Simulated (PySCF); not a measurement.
GaH3OSe2, SMILES [OH][Ga]([SeH])[SeH].

The structure is a stationary point at B3LYP-D3(BJ)/def2-SVP. One conformer was computed; it need not be the lowest.

Two levels are set side by side: PBE/def2-TZVP (PySCF) and ωB97X/def2-TZVP (PySCF). Same geometry, gas phase. Differences are taken from unrounded values.

```csv
quantity,ωB97X
orbital gap (eV),10.22
highest occupied level (eV),-9.53
lowest empty level (eV),0.69
dipole moment (D),1.62
mean polarisability (bohr³),84.9
```

### Question
What does PBE give, and how far is it from ωB97X? (Estimate from the structure and the level; the computed values follow.)

### Answer

| quantity | PBE | PBE minus ωB97X |
|---|---|---|
| orbital gap (eV) | 4.05 | -6.18 |
| highest occupied level (eV) | -6.13 | 3.41 |
| lowest empty level (eV) | -2.08 | -2.77 |
| dipole moment (D) | 1.43 | -0.19 |
| mean polarisability (bohr³) | 89.8 | 4.8 |

PBE's occupied levels lie high since its potential decays too fast outside the molecule; exact exchange lowers them and widens the gap. Loosely held outer electrons make PBE densities more polarisable. Differences between two approximate levels are no errors against the true value.

Rough cost on one machine, each run with all the roots and properties that it gave: ωB97X against PBE within a factor of 2.
